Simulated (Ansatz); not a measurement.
Ansatz (a quantum-chemistry and plane-wave program) job for C3F3, SMILES C(#[C])C(F)(F)F, multiplicity 2, PBE/def2-SVPD. Geometry: PBE-D3(BJ)/def2-SVP. The isomer is the one that the SMILES or the coordinates give; other isomers of the formula were not compared.

Ansatz 0.2 input:
```yaml
crystal:
  periodic: [false, false, false]
  atoms:
    - {symbol: C, position_ang: [-0.00000001, -0.00000000, 2.43048724]}
    - {symbol: C, position_ang: [0.00000000, -0.00000000, 1.20692271]}
    - {symbol: C, position_ang: [-0.00000000, 0.00000000, -0.26901550]}
    - {symbol: F, position_ang: [1.09160919, 0.63024086, -0.74853209]}
    - {symbol: F, position_ang: [0.00000000, -1.26048172, -0.74853210]}
    - {symbol: F, position_ang: [-1.09160919, 0.63024086, -0.74853210]}
basis:
  gaussian:
    orbitals: def2-SVPD
hamiltonian:
  xc: {name: PBE}
magnetization: {spin_polarized: true, initial_magnetization: 1}
```

It prints:

```
WARN ansatz: RAYON_NUM_THREADS=1 ignored (pool sized by the plan → 1); use --threads N
Functional definition: PBE
integrals: 0.05 GiB planned
1062 factors; their error is unknown
mean field: 0.49 GiB planned
mean field evaluation 1: about -11232.0181 eV, gradient 3.6e1 eV
mean field evaluation 2: about -11220.7465 eV, gradient 6.0e1 eV
mean field evaluation 4: about -11236.8232 eV, gradient 5.4e0 eV
mean field evaluation 8: about -11236.9599 eV, gradient 1.9e-1 eV
mean field evaluation 16: about -11236.8998 eV, gradient 6.4e-4 eV
mean field evaluation 32: about -11236.8995 eV, gradient 9.2e-2 eV
mean field -11236.89979794 eV, -412.9484509299 hartree, gradient 2.5e-5 eV, S^2 0.777164; 6 other end points of the search recorded, 0 dependent functions left out
reference -11236.89984669 eV, -412.9484527216 hartree; 23, 22 occupied and 106, 107 virtual orbitals, 1062 factors
Total energy: -11236.89984669 eV, -412.9484527216 hartree
```

The calculation finished and met its thresholds.

Cost: about 14 core-seconds (a rough figure).
